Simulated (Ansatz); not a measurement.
C3H5, doublet, at a GFN2-xTB geometry; PBE0/def2-SVP run with Ansatz (a program for electronic structure).

Ansatz was given this input:
Ansatz 0.2 input:
```yaml
crystal:
  periodic: [false, false, false]
  atoms:
    - {symbol: C, position_ang: [1.32517045, 0.17996425, -0.00948946]}
    - {symbol: C, position_ang: [0.06095864, 0.44136230, -0.01602886]}
    - {symbol: H, position_ang: [2.25652235, 0.69360547, -0.03009773]}
    - {symbol: H, position_ang: [-0.31124892, 1.47566041, -0.05242127]}
    - {symbol: C, position_ang: [-1.04589578, -0.57280156, 0.02299841]}
    - {symbol: H, position_ang: [-0.64250733, -1.58055333, 0.05836424]}
    - {symbol: H, position_ang: [-1.67008190, -0.40821458, 0.90058097]}
    - {symbol: H, position_ang: [-1.67408412, -0.47164793, -0.86130678]}
basis:
  gaussian:
    orbitals: def2-SVP
hamiltonian:
  xc: pbe0
magnetization: {spin_polarized: true, initial_magnetization: 1}
```

Question: What does Ansatz print? Leave out banner, timings and long lists.

Answer: 
```
Functional definition: PBE0
764 factors; their error is unknown
mean field evaluation 1: about -3178.7387 eV, gradient 2.9e1 eV
mean field evaluation 2: about -3178.5462 eV, gradient 3.0e1 eV
mean field evaluation 4: about -3183.2955 eV, gradient 1.6e0 eV
mean field evaluation 8: about -3183.3127 eV, gradient 1.1e-1 eV
mean field evaluation 16: about -3183.3025 eV, gradient 2.8e-4 eV
mean field -3183.30246110 eV, -116.9842077254 hartree, gradient 7.5e-5 eV, S^2 0.764076; 0 other end points of the search recorded, 0 dependent functions left out
reference -3183.30248273 eV, -116.9842085204 hartree; 12, 11 occupied and 55, 56 virtual orbitals, 764 factors
Total energy: -3183.30248273 eV, -116.9842085204 hartree
```
